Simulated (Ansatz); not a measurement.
Consider the redistribution: `C[O][GeH]([F])[Cl]` + `[CH3][AlH][SiH2]S` → `[CH3][GeH]([F])[Cl]` + `C[O][AlH][SiH2]S`.

Isolated molecules relaxed with PBE0-D4/def2-TZVP in Ansatz; ΔE leaves out vibrations. CBS: MP2 limit from def2 TZ/QZ plus the TZ coupled-cluster correction, frozen cores. Functionals use def2-TZVPP. B3LYP here is the variant with VWN-RPA as its local correlation; programs differ in this. For Ge outer-core shells are correlated without core-valence functions, which leaves a few kJ/mol of doubt a bond. Scalar relativity is left out up to krypton. One conformer a species, not always the lowest.

`C[O][GeH]([F])[Cl]`:

```xyz
9

C     0.452    0.883   -1.030
O     0.546    0.576    0.349
Ge   -0.246   -0.826    1.022
F    -0.220   -0.543    2.715
Cl   -2.286   -0.878    0.401
H     0.927    0.116   -1.653
H    -0.588    1.004   -1.349
H     0.977    1.826   -1.186
H     0.439   -2.159    0.731
```

`[CH3][AlH][SiH2]S`:

```xyz
11

C    -1.071   -0.078    2.110
Al    0.360   -0.467    0.840
Si    0.235    0.336   -1.484
S     2.018   -0.318   -2.493
H    -1.909    0.469    1.673
H    -1.459   -1.005    2.544
H    -0.682    0.513    2.946
H     1.628   -1.308    1.302
H     0.127    1.824   -1.557
H    -0.971   -0.188   -2.193
H     1.723    0.222   -3.688
```

`[CH3][GeH]([F])[Cl]`:

Z-matrix (Å, degrees):
```
C
Ge 1 1.926
H 1 1.090 2 110.0
H 1 1.091 2 109.7 3 120.4
H 1 1.090 2 109.0 3 -119.8
F 2 1.735 1 107.6 3 177.3
Cl 2 2.143 1 109.9 3 62.8
H 2 1.532 1 118.5 3 -62.1
```

`C[O][AlH][SiH2]S`:

```xyz
12

C     0.759    1.551   -1.642
O     0.270    0.629   -0.710
Al    0.747    0.099    0.823
Si   -0.822   -1.588    1.629
S    -2.276   -1.821    0.060
H     0.004    2.317   -1.843
H     1.671    2.052   -1.294
H     0.986    1.046   -2.586
H     2.050    0.717    1.487
H    -0.181   -2.905    1.911
H    -1.510   -1.198    2.894
H    -1.698   -0.898   -0.730
```

```
             level  ΔE (kcal/mol)  difference from CCSD(T)/CBS
           PBE0-D4          -25.2                          0.6
          B3LYP-D4          -26.2                         -0.4
           ωB97M-V          -25.5                          0.3
            B2PLYP          -25.8                          0.0
               PBE          -24.9                          0.9
            r2SCAN          -25.3                          0.5
              PBE0          -25.1                          0.7
             B3LYP          -25.9                         -0.1
    MP2/def2-TZVPP          -25.8                          0.0
SCS-MP2/def2-TZVPP          -25.4                          0.4
   CCSD/def2-TZVPP          -25.2                          0.6
CCSD(T)/def2-TZVPP          -25.1                          0.7
     HF/def2-QZVPP          -24.4                          1.4
    MP2/def2-QZVPP          -26.2                         -0.4
SCS-MP2/def2-QZVPP          -25.7                          0.1
      HF/CBS(def2)          -24.4                          1.4
       CCSD(T)/CBS          -25.8                            0
```

Largest T1 diagnostic among the species: 0.013.
